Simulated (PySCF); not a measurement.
# Spin states and ions at one geometry of Bi(CH3)2H3

PySCF 2.14.0, RKS BP86, Bi def2-SVP with ECP60, C def2-SVP, H def2-SVP; non-relativistic Hamiltonian with scalar-relativistic core potentials where named; density fitting; no spin-orbit coupling; singlets restricted, open shells unrestricted. The geometry is relaxed for charge 0, singlet, vacuum:

```xyz
12

Bi    0.0000    0.0000    0.0000
C     0.0000    0.0000    2.3487
H    -1.0549    0.0000    2.6871
H     0.5274   -0.9135    2.6871
H     0.5274    0.9135    2.6871
C     0.0000    0.0000   -2.3487
H    -1.0549    0.0000   -2.6871
H     0.5274    0.9135   -2.6871
H     0.5274   -0.9135   -2.6871
H     1.8498    0.0000    0.0000
H    -0.9249    1.6020    0.0000
H    -0.9249   -1.6020    0.0000
```

Energies count from the relaxed state; an electron taken off or put on is at rest in vacuum. Charges and spins are Mulliken's.

Question: Order these states by energy, lowest first.
A. charge 0, singlet, vacuum
B. charge -1, doublet, vacuum
C. charge 0, triplet, vacuum
D. charge +1, doublet, vacuum

Answer: A (0.00 eV), B (0.13 eV), C (1.93 eV), D (7.49 eV).

Question: How do charge and spin on the first atom follow?

Answer: 
| state | spin squared | charge on Bi1 (e) | spin on Bi1 (e) | dipole about the centre of mass (D) |
| --- | --- | --- | --- | --- |
| charge 0, singlet, vacuum | 0.00 | 0.52 | 0.00 | 0.00 |
| charge 0, triplet, vacuum | 2.02 | 0.53 | -0.15 | 0.00 |
| charge +1, doublet, vacuum | 0.76 | 0.48 | -0.10 | 0.00 |
| charge -1, doublet, vacuum | 0.75 | 0.64 | -0.07 | 0.00 |

With an electron taken off (doublet) the charges change, summed by element, by Bi -0.04 e, C +0.04 e, H +1.00 e. The vertical ionisation energy is 7.49 eV, against −ε(HOMO) = 4.87 eV of the relaxed state. The level lies 2.6 eV too high, as is usual for semilocal functionals and global hybrids, which keep a self-interaction error.

With an electron put on (doublet) the charges change, summed by element, by Bi +0.12 e, C -0.06 e, H -1.06 e. The vertical electron affinity is -0.13 eV, against −ε(LUMO) = 2.40 eV of the relaxed state. The basis has no diffuse functions, which an added electron needs. The added electron's level lies above zero.

Open shells may have lower solutions than those found.
